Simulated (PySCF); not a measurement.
CH₄AlFOS, SMILES C[S][Al]([OH])[F]. Heavy atoms are numbered as in [Al:1]([F:2])([OH:3])[S:5][CH3:6]. Hydrogens are named by the atom that carries them.

Coordinates come from a B3LYP-D3(BJ)/def2-SVP optimisation. The structure was generated by enumeration; whether it is a known compound was not checked. The values are those of a single conformer.

Level of theory: HF/pcSseg-1 (PySCF).

GIAO shieldings, no solvent; atoms alike by connectivity are averaged. δ = σ(ref) − σ: ¹⁹F against CFCl3 (σ = 238.5 ppm); ¹⁷O against H2O (σ = 333.0 ppm); ¹H against TMS (σ = 31.99 ppm); ³³S against H2S (σ = 725.2 ppm); ¹³C against TMS (σ = 192.6 ppm), references at their B3LYP-D3(BJ)/def2-TZVP geometries, non-relativistic.

### Question
Estimate the chemical shifts. (The exact figures need the calculation; the answer reports its results.)

### Answer

| nucleus | atoms | count | δ (ppm) |
|---|---|---|---|
| ¹⁹F | F2 | 1 | -143.6 |
| ¹⁷O | O3 (OH) | 1 | 2.4 |
| ¹H | H on C6 | 3 | 2.55 |
| ¹H | H on O3 | 1 | 2.31 |
| ³³S | S5 | 1 | -78.6 |
| ¹³C | C6 (CH3) | 1 | 12.3 |
